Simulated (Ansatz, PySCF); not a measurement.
This PySCF input computes a BLYP/def2-TZVPD energy:

```python
from pyscf import gto, scf, dft

mol = gto.M(
    atom='''
    Si    0.59277044   -0.14479719    0.58808846
    Cl    0.52119194    1.89807024    0.75268470
    Cl    1.70920291   -0.62520841   -1.06358081
    O    -0.89648112   -0.73613644    0.43560157
    Si   -2.29759312   -0.76344868   -0.43988582
    H     1.23185880   -0.70137036    1.77970705
    H    -2.89316818    0.58906870   -0.45671647
    H    -3.20879229   -1.71697796    0.22280821
    H    -2.00724425   -1.20483772   -1.82021423
    ''',
    basis='def2-tzvpd',
    charge=0,
    spin=0,
    verbose=4,
)

mf = dft.RKS(mol, xc='blyp').density_fit(auxbasis='def2-universal-jkfit')
mf.grids.level = 3
mf.conv_tol = 1e-9
mf.max_cycle = 100
mf.max_memory = 1500
mf.kernel()
if not mf.converged:
    mf = mf.newton()
    mf.kernel(mf.make_rdm1())
mf.analyze()
```

Write an input for the same energy in Ansatz (a quantum-chemistry and plane-wave program) and say what it gives.


Ansatz 0.2 input:
```yaml
crystal:
  periodic: [false, false, false]
  atoms:
    - {symbol: Si, position_ang: [0.59277044, -0.14479719, 0.58808846]}
    - {symbol: Cl, position_ang: [0.52119194, 1.89807024, 0.75268470]}
    - {symbol: Cl, position_ang: [1.70920291, -0.62520841, -1.06358081]}
    - {symbol: O, position_ang: [-0.89648112, -0.73613644, 0.43560157]}
    - {symbol: Si, position_ang: [-2.29759312, -0.76344868, -0.43988582]}
    - {symbol: H, position_ang: [1.23185880, -0.70137036, 1.77970705]}
    - {symbol: H, position_ang: [-2.89316818, 0.58906870, -0.45671647]}
    - {symbol: H, position_ang: [-3.20879229, -1.71697796, 0.22280821]}
    - {symbol: H, position_ang: [-2.00724425, -1.20483772, -1.82021423]}
basis:
  gaussian:
    orbitals: def2-TZVPD
hamiltonian:
  xc: {name: BLYP}
output: {forces: true}
```
It gives -1577.26050 Eh, and PySCF -1577.26061 Eh, a difference of 0.11 mEh, from the treatment of integrals and grids.
